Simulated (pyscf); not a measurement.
Structures and frequencies: ωB97X-D3(BJ)/def2-SVP in PySCF.

Question: What is the homolytic dissociation enthalpy (298 K, ωB97M-D3(BJ)/def2-TZVP) of the C–Si bond of F–SiH(O–SiH₃)–C(F)(F)–F, to F–SiH•–O–SiH₃ + F–C•(F)–F?

Answer: C–Si to F–SiH•–O–SiH₃ + F–C•(F)–F: 90.6 kcal/mol. The 7 functionals that were run give +80.7 (PBE) to +90.6 kcal/mol (ωB97M-D3(BJ)). Other isomers of F–SiH•–O–SiH₃ were not searched in full and may lie lower.
